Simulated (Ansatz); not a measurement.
Ansatz (a first-principles code) input:

Ansatz 0.2 input:
```yaml
crystal:
  periodic: [false, false, false]
  atoms:
    - {symbol: C, position_ang: [0.04947189, 0.00539819, 0.73531703]}
    - {symbol: Cl, position_ang: [0.78993033, -1.24094009, -0.37884187]}
    - {symbol: Cl, position_ang: [-0.82959117, 1.17010824, -0.36637001]}
basis:
  gaussian:
    orbitals: def2-TZVP
hamiltonian:
  xc: b3lyp
  dispersion: d3bj
total_charge: -1
magnetization: {spin_polarized: true, initial_magnetization: 1}
relax: {f_tol: 0.002, max_steps: 150}
```

### Question
Which total energy does the run end on?

### Answer
-958.52914 Eh (B3LYP-D3(BJ)/def2-TZVP). The basis has 105 functions.
